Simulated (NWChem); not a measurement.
The numbers come from NWChem runs, not from measurements. System: C3HF4, charge 0, spin multiplicity 2, at a geometry optimised with UPBE/def2-SVP. The structure started from a generated list of species. Its SCF solution wasn't tested for a lower state. Level: UBLYP/def2-SVP.

The NWChem input:

```
start mol
memory heap 200 mb stack 900 mb global 1100 mb
geometry units angstroms nocenter noautoz
  F     -2.885634    -0.312216     0.000000
  C     -1.589443    -0.444058     0.000000
  C     -0.631822     0.480427     0.000000
  C      0.822703     0.116668     0.000000
  F      1.016818    -1.218934     0.000000
  F      1.449389     0.628009    -1.088093
  F      1.449389     0.628009     1.088093
  H     -0.878275     1.557971     0.000000
  symmetry group Cs
end
basis spherical
  * library def2-svp
end
dft
  xc becke88 lyp
  odft
  mult 2
  semidirect memsize 60000000 filesize 0
  iterations 100
end
task dft energy
```

NWChem printed:

```
             Northwest Computational Chemistry Package (NWChem) 7.3.0
             --------------------------------------------------------

                                NWChem Input Module
                                -------------------

 Scaling coordinates for geometry "geometry" by  1.889725989
 (inverse scale =  0.529177249)

 Turning off AUTOSYM since
 SYMMETRY directive was detected!

                             Geometry "geometry" -> ""
                             -------------------------

 Output coordinates in angstroms (scale by  1.889725989 to convert to a.u.)

  No.       Tag          Charge          X              Y              Z
 ---- ---------------- ---------- -------------- -------------- --------------
    1 F                    9.0000    -2.88563400    -0.31221600     0.00000000
    2 C                    6.0000    -1.58944300    -0.44405800     0.00000000
    3 C                    6.0000    -0.63182200     0.48042700     0.00000000
    4 C                    6.0000     0.82270300     0.11666800     0.00000000
    5 F                    9.0000     1.01681800    -1.21893400     0.00000000
    6 F                    9.0000     1.44938900     0.62800900    -1.08809300
    7 F                    9.0000     1.44938900     0.62800900     1.08809300
    8 H                    1.0000    -0.87827500     1.55797100     0.00000000

 Effective nuclear repulsion energy (a.u.)     304.0501751597

            Nuclear Dipole moment (a.u.)
            ----------------------------
        X                 Y               Z
 ---------------- ---------------- ----------------
     0.0000207870     0.0000094486     0.0000000000

      Symmetry information
      --------------------

 Group name             Cs
 Group number              2
 Group order               2
 No. of unique centers     7

      Symmetry unique atoms

     1    2    3    4    5    6    8


 Summary of "ao basis" -> "" (spherical)
 ------------------------------------------------------------------------------
       Tag                 Description            Shells   Functions and Types
 ---------------- ------------------------------  ------  ---------------------
 *                          def2-svp                  on all atoms

                                 NWChem DFT Module
                                 -----------------

 Summary of "ao basis" -> "ao basis" (spherical)
 ------------------------------------------------------------------------------
       Tag                 Description            Shells   Functions and Types
 ---------------- ------------------------------  ------  ---------------------
 F                          def2-svp                 6       14   3s2p1d
 C                          def2-svp                 6       14   3s2p1d
 H                          def2-svp                 3        5   2s1p

 Summary of "ao basis" -> "ao basis" (spherical)
 ------------------------------------------------------------------------------
       Tag                 Description            Shells   Functions and Types
 ---------------- ------------------------------  ------  ---------------------
 F                          def2-svp                 6       14   3s2p1d
 C                          def2-svp                 6       14   3s2p1d
 H                          def2-svp                 3        5   2s1p

      Symmetry analysis of basis
      --------------------------

        a'         68
        a"         35

            General Information
            -------------------
          SCF calculation type: DFT
          Wavefunction type:  spin polarized.
          No. of atoms     :     8
          No. of electrons :    55
           Alpha electrons :    28
            Beta electrons :    27
          Charge           :     0
          Spin multiplicity:     2
          Use of symmetry is: on ; symmetry adaption is: on
          Maximum number of iterations: 100
          AO basis - number of functions:   103
                     number of shells:    45
          Convergence on energy requested:  1.00D-06
          Convergence on density requested:  1.00D-05
          Convergence on gradient requested:  5.00D-04

              XC Information
              --------------
                    Becke 1988 Exchange Functional  1.000
              Lee-Yang-Parr Correlation Functional  1.000

             Grid Information
             ----------------
          Grid used for XC integration:  medium
          Radial quadrature: Mura-Knowles
          Angular quadrature: Lebedev.
          Tag              B.-S. Rad. Rad. Pts. Rad. Cut. Ang. Pts.
          ---              ---------- --------- --------- ---------
          F                   0.50       49          10.0       434
          C                   0.70       49           8.0       434
          H                   0.35       45           8.0       434
          Grid pruning is: on
          Number of quadrature shells:   339
          Spatial weights used:  Erf1

          Convergence Information
          -----------------------
          Convergence aids based upon iterative change in
          total energy or number of iterations.
          Levelshifting, if invoked, occurs when the
          HOMO/LUMO gap drops below (HL_TOL):  1.00D-02
          DIIS, if invoked, will attempt to extrapolate
          using up to (NFOCK): 10 stored Fock matrices.

                    Damping( 0%)  Levelshifting(0.5)       DIIS
                  --------------- ------------------- ---------------
          dE  on:    start            ASAP                start
[...]
  ----- ------------  ---------------      ----- ------------  ---------------
    19     -0.542443  2 C  py                17      0.527452  2 C  s
     5     -0.318080  1 F  py                31     -0.272141  3 C  s
    16      0.234851  2 C  s                  8      0.233200  1 F  py
    22     -0.224731  2 C  py                33      0.166459  3 C  py
   100      0.158082  8 H  s                 99      0.153076  8 H  s

 Vector   29  Occ=0.000000D+00  E=-5.401022D-02  Symmetry=a"
              MO Center= -1.0D+00, -1.6D-02, -2.5D-16, r^2= 2.2D+00
   Bfn.  Coefficient  Atom+Function         Bfn.  Coefficient  Atom+Function
  ----- ------------  ---------------      ----- ------------  ---------------
    20      0.537043  2 C  pz                23      0.526795  2 C  pz
    37     -0.495697  3 C  pz                34     -0.418647  3 C  pz
     6      0.214818  1 F  pz                 9     -0.191948  1 F  pz
    48     -0.154330  4 C  pz                74     -0.120910  6 F  px
    88      0.120910  7 F  px                51     -0.090384  4 C  pz

 Vector   30  Occ=0.000000D+00  E= 4.069017D-02  Symmetry=a'
              MO Center= -9.2D-01,  9.3D-01, -1.3D-15, r^2= 3.6D+00
   Bfn.  Coefficient  Atom+Function         Bfn.  Coefficient  Atom+Function
  ----- ------------  ---------------      ----- ------------  ---------------
   100      1.550120  8 H  s                 36     -0.822532  3 C  py
    17     -0.730824  2 C  s                 31     -0.602834  3 C  s
     3      0.318152  1 F  s                 33     -0.298917  3 C  py
    47     -0.276925  4 C  py                 7      0.221837  1 F  px
    18      0.222616  2 C  px                99      0.218272  8 H  s

 Vector   31  Occ=0.000000D+00  E= 8.586601D-02  Symmetry=a'
              MO Center= -1.4D+00,  6.0D-01,  1.1D-14, r^2= 3.4D+00
   Bfn.  Coefficient  Atom+Function         Bfn.  Coefficient  Atom+Function
  ----- ------------  ---------------      ----- ------------  ---------------
   100     -1.299400  8 H  s                 31      1.262735  3 C  s
    21      0.696368  2 C  px                 3      0.626642  1 F  s
    36      0.592103  3 C  py                17     -0.588466  2 C  s
    45     -0.531349  4 C  s                  7      0.326520  1 F  px
    30      0.312361  3 C  s                 44     -0.303075  4 C  s

                     DFT Final Beta Molecular Orbital Analysis
                     -----------------------------------------

 Vector   25  Occ=1.000000D+00  E=-3.374027D-01  Symmetry=a'
              MO Center=  6.8D-01,  1.3D-01, -8.8D-13, r^2= 2.7D+00
   Bfn.  Coefficient  Atom+Function         Bfn.  Coefficient  Atom+Function
  ----- ------------  ---------------      ----- ------------  ---------------
    74     -0.322487  6 F  px                88     -0.322487  7 F  px
    60     -0.318883  5 F  px                32      0.298422  3 C  px
    46     -0.219948  4 C  px                77      0.210259  6 F  px
    91      0.210259  7 F  px                63      0.203107  5 F  px
    35      0.170222  3 C  px                31      0.153883  3 C  s

 Vector   26  Occ=1.000000D+00  E=-3.360285D-01  Symmetry=a"
              MO Center=  1.3D+00,  1.0D-01,  9.9D-13, r^2= 2.0D+00
   Bfn.  Coefficient  Atom+Function         Bfn.  Coefficient  Atom+Function
  ----- ------------  ---------------      ----- ------------  ---------------
    62      0.381455  5 F  pz                75     -0.344476  6 F  py
    89      0.344476  7 F  py                65     -0.252238  5 F  pz
    76     -0.233556  6 F  pz                90     -0.233556  7 F  pz
    78      0.227568  6 F  py                92     -0.227568  7 F  py
    79      0.154424  6 F  pz                93      0.154424  7 F  pz

 Vector   27  Occ=1.000000D+00  E=-2.554623D-01  Symmetry=a"
              MO Center= -9.9D-01,  1.3D-01, -1.0D-16, r^2= 2.1D+00
   Bfn.  Coefficient  Atom+Function         Bfn.  Coefficient  Atom+Function
  ----- ------------  ---------------      ----- ------------  ---------------
    34      0.457422  3 C  pz                20      0.346862  2 C  pz
    37      0.306179  3 C  pz                 6      0.260531  1 F  pz
     9     -0.192158  1 F  pz                23      0.165145  2 C  pz
    74      0.140610  6 F  px                88     -0.140610  7 F  px
    77     -0.097578  6 F  px                91      0.097578  7 F  px

 Vector   28  Occ=0.000000D+00  E=-1.572032D-01  Symmetry=a'
              MO Center= -1.5D+00, -6.1D-01, -1.0D-15, r^2= 1.6D+00
   Bfn.  Coefficient  Atom+Function         Bfn.  Coefficient  Atom+Function
  ----- ------------  ---------------      ----- ------------  ---------------
    17      0.689127  2 C  s                 19     -0.505043  2 C  py
    31     -0.302241  3 C  s                  5     -0.266912  1 F  py
    22     -0.231168  2 C  py               100      0.225413  8 H  s
    16      0.213700  2 C  s                  8      0.200624  1 F  py
    35      0.188253  3 C  px                30     -0.148736  3 C  s

 Vector   29  Occ=0.000000D+00  E=-3.757271D-02  Symmetry=a"
              MO Center= -1.1D+00, -7.4D-02, -8.1D-15, r^2= 2.2D+00
   Bfn.  Coefficient  Atom+Function         Bfn.  Coefficient  Atom+Function
  ----- ------------  ---------------      ----- ------------  ---------------
    20      0.552523  2 C  pz                23      0.552567  2 C  pz
    37     -0.465328  3 C  pz                34     -0.388912  3 C  pz
     6      0.225242  1 F  pz                 9     -0.198545  1 F  pz
    48     -0.163682  4 C  pz                74     -0.116726  6 F  px
    88      0.116726  7 F  px                51     -0.108968  4 C  pz

 Vector   30  Occ=0.000000D+00  E= 4.846661D-02  Symmetry=a'
              MO Center= -8.3D-01,  1.0D+00,  1.1D-14, r^2= 3.6D+00
   Bfn.  Coefficient  Atom+Function         Bfn.  Coefficient  Atom+Function
  ----- ------------  ---------------      ----- ------------  ---------------
   100      1.634470  8 H  s                 36     -0.893018  3 C  py
    17     -0.803190  2 C  s                 31     -0.615701  3 C  s
    33     -0.303274  3 C  py                47     -0.298484  4 C  py
     3      0.264454  1 F  s                 99      0.208181  8 H  s
     7      0.189909  1 F  px                 4     -0.187116  1 F  px

   alpha - beta orbital overlaps
   -----------------------------

   alpha      1      2      3      4      5      6      7      8      9     10
    beta      1      2      3      4      5      6      7      8      9     10
 overlap   1.000  1.000  1.000  1.000  1.000  1.000  1.000  0.999  0.999  1.000

   alpha     11     12     13     14     15     16     17     18     19     20
    beta     11     12     13     14     15     16     17     18     19     20
 overlap   1.000  0.998  0.994  0.991  0.986  1.000  0.976  0.956  1.000  0.962

   alpha     21     22     23     24     25     26     27     28     29     30
    beta     21     22     23     24     25     26     27     28     29     30
 overlap   1.000  1.000  1.000  1.000  1.000  1.000  0.997  0.989  0.997  0.994

   alpha     31     32     33     34     35     36     37     38     39     40
    beta     31     32     33     34     35     36     37     38     39     40
 overlap   0.992  0.996  1.000  1.000  0.998  0.962  0.982  0.951  0.997  0.922

   alpha     41     42     43     44     45     46     47     48     49     50
    beta     41     42     43     44     45     46     47     48     49     50
 overlap   0.942  0.931  0.987  0.986  0.998  0.996  0.993  0.996  0.996  1.000

   alpha     51     52     53     54     55     56     57     58     59     60
    beta     51     52     53     55     54     56     57     58     59     60
 overlap   0.997  1.000  0.986  1.000  0.989  0.999  0.999  0.957  0.952  0.992

   alpha     61     62     63     64     65     66     67     68     69     70
    beta     61     62     63     64     65     66     67     68     69     70
 overlap   0.999  1.000  0.999  0.988  0.989  0.979  0.990  0.987  0.986  0.983

   alpha     71     72     73     74     75     76     77     78     79     80
    beta     71     72     73     74     75     76     77     78     79     80
 overlap   0.987  0.990  0.971  0.946  0.999  0.953  0.997  0.998  0.998  0.998

   alpha     81     82     83     84     85     86     87     88     89     90
    beta     81     82     83     84     85     86     87     88     89     90
 overlap   0.998  1.000  0.999  1.000  0.999  0.999  1.000  1.000  0.999  1.000

   alpha     91     92     93     94     95     96     97     98     99    100
    beta     91     92     93     94     95     96     97     98     99    100
 overlap   1.000  1.000  1.000  1.000  1.000  0.971  0.971  1.000  1.000  1.000

   alpha    101    102    103
    beta    101    102    103
 overlap   1.000  0.976  0.976

     --------------------------
     Expectation value of S2:
     --------------------------
      <S2> =      0.7564 (Exact =     0.7500)

 center of mass
 --------------
 x =   0.03176938 y =  -0.03044363 z =   0.00000000

 moments of inertia (a.u.)
 ------------------
         349.135627093729        -117.079031033818           0.000000000000
        -117.079031033818        1237.806908388452           0.000000000000
           0.000000000000           0.000000000000        1265.645496735294

     Multipole analysis of the density
     ---------------------------------

     L   x y z        total         alpha         beta         nuclear
     -   - - -        -----         -----         ----         -------
     0   0 0 0     -0.000000    -28.000000    -27.000000     55.000000

     1   1 0 0     -0.630261      1.244599     -1.874881      0.000021
     1   0 1 0      0.291836      0.814592     -0.522766      0.000009
     1   0 0 1      0.000000     -0.000000      0.000000      0.000000

     2   2 0 0    -27.677899   -277.306324   -266.197213    515.825639
     2   1 1 0     -0.721010    -29.063379    -25.076563     53.418932
     2   1 0 1      0.000000      0.000000      0.000000      0.000000
     2   0 2 0    -26.471161    -62.299467    -58.539046     94.367352
     2   0 1 1     -0.000000     -0.000000      0.000000      0.000000
     2   0 0 2    -27.924023    -52.338438    -51.688661     76.103076

 Task  times  cpu:        2.8s     wall:        2.8s

 Total times  cpu:        2.8s     wall:        2.8s
```
